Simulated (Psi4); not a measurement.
CH₃S, doublet, geometry from GFN2-xTB; Psi4 with PBE0/def2-SVPD.

Input for Psi4:
```
memory 2 GB

molecule mol {
0 2
C     0.081337    1.122037   -0.125507
S    -0.072916   -0.562038    0.133098
H     0.801812   -0.957823   -0.794812
H    -0.532767    1.739243    0.497872
H     0.409589    1.478970   -1.079581
}

set {
  basis def2-svpd
  reference uks
}

energy('pbe0')
print_variables()
```

Output, abridged:

```
   => Loading Basis Set <=

    Name: DEF2-SVPD
    Role: ORBITAL
    Keyword: BASIS

         ---------------------------------------------------------
                                   SCF
               by Justin Turney, Rob Parrish, Andy Simmonett
                          and Daniel G. A. Smith
                              UKS Reference
         ---------------------------------------------------------

  ==> Geometry <==

    Molecular point group: c1
    Full point group: C1

    Geometry (in Angstrom), charge = 0, multiplicity = 2:

       Center              X                  Y                   Z               Mass
    ------------   -----------------  -----------------  -----------------  -----------------
         C            0.095621060131     1.169424412017    -0.154489372077    12.000000000000
         S           -0.058631939869    -0.514650587983     0.104115627923    31.972071174400
         H            0.816096060131    -0.910435587983    -0.823794372077     1.007825032230
         H           -0.518482939869     1.786630412017     0.468889627923     1.007825032230
         H            0.423873060131     1.526357412017    -1.108563372077     1.007825032230

  Running in c1 symmetry.

  Rotational constants: A =      4.81843  B =      0.52677  C =      0.47758 [cm^-1]
  Rotational constants: A = 144452.93968  B =  15792.30093  C =  14317.38363 [MHz]
  Nuclear repulsion =   51.067243488686351

  Charge       = 0
  Multiplicity = 2
  Electrons    = 25
  Nalpha       = 13
  Nbeta        = 12

  ==> Algorithm <==

  SCF Algorithm Type is DF.
  DIIS enabled.
  MOM disabled.
  Fractional occupation disabled.
  Guess Type is SAD.
  Energy threshold   = 1.00e-06
  Density threshold  = 1.00e-06
  Integral threshold = 1.00e-12

  ==> Primary Basis <==

  Basis Set: DEF2-SVPD
    Blend: DEF2-SVPD
    Number of shells: 31
    Number of basis functions: 71
    Number of Cartesian functions: 75
    Spherical Harmonics?: true
    Max angular momentum: 2

  ==> DFT Potential <==

   => LibXC <=

    Version 7.1.2
    S. Lehtola, C. Steigemann, M. J. T. Oliveira, and M. A. L. Marques,  SoftwareX 7, 1–5 (2018) (10.1016/j.softx.2017.11.002)

   => Composite Functional: PBE0 <=

    PBE0 Hyb-GGA Exchange-Correlation Functional

    C. Adamo and V. Barone,  J. Chem. Phys. 110, 6158 (1999) (10.1063/1.478522)
    M. Ernzerhof and G. E. Scuseria,  J. Chem. Phys. 110, 5029 (1999) (10.1063/1.478401)

    Deriv               =              1
[...]
      Ntotal   =   25.0000075694 ; deviation = 7.569e-06

   @Spin Contamination Metric:   5.827359686E-03
   @S^2 Expected:                7.500000000E-01
   @S^2 Observed:                7.558273597E-01
   @S   Expected:                5.000000000E-01
   @S   Observed:                5.000000000E-01

    Orbital Energies [Eh]
    ---------------------

    Alpha Occupied:

[...]
      13A     -0.200833

    Alpha Virtual:

[...]
      71A      3.022212

    Beta Occupied:

[...]
    Beta Virtual:

[...]
    Final Occupation by Irrep:
              A
    DOCC [    12 ]
    SOCC [     1 ]
    NA   [    13 ]
    NB   [    12 ]

  @DF-UKS Final Energy:  -437.70108717593234

   => Energetics <=

    Nuclear Repulsion Energy =             51.0672434886863513
    One-Electron Energy =                -703.5992259468472412
    Two-Electron Energy =                 239.0148809718377834
    DFT Exchange-Correlation Energy =     -24.1839856896092655
    Empirical Dispersion Energy =           0.0000000000000000
    VV10 Nonlocal Energy =                  0.0000000000000000
    Total Energy =                       -437.7010871759323436

  UHF NO Occupations:
  HONO-2 :   11  A 1.9991850
  HONO-1 :   12  A 1.9983989
  HONO-0 :   13  A 1.0000000
  LUNO+0 :   14  A 0.0016011
  LUNO+1 :   15  A 0.0008150
  LUNO+2 :   16  A 0.0002429
  LUNO+3 :   17  A 0.0001750

Computation Completed

Properties will be evaluated at   0.000000,   0.000000,   0.000000 [a0]

Properties computed using the SCF density matrix

 Multipole Moments:

 ------------------------------------------------------------------------------------
     Multipole            Electronic (a.u.)      Nuclear  (a.u.)        Total (a.u.)
 ------------------------------------------------------------------------------------

 L = 1.  Multiply by 2.5417464519 to convert [e a0] to [Debye]
 Dipole X            :         -0.5573006            0.6748240            0.1175234
 Dipole Y            :         -2.1460796            2.2387383            0.0926588
 Dipole Z            :          1.0362440           -1.3692092           -0.3329652
 Magnitude           :                                                    0.3650523

 ------------------------------------------------------------------------------------

  Variable Map:
  ----------------------------------------------------------------------------
[...]
  Array Variable Map:
  ----------------------------------------------------------------------------
[...]
[...]
```
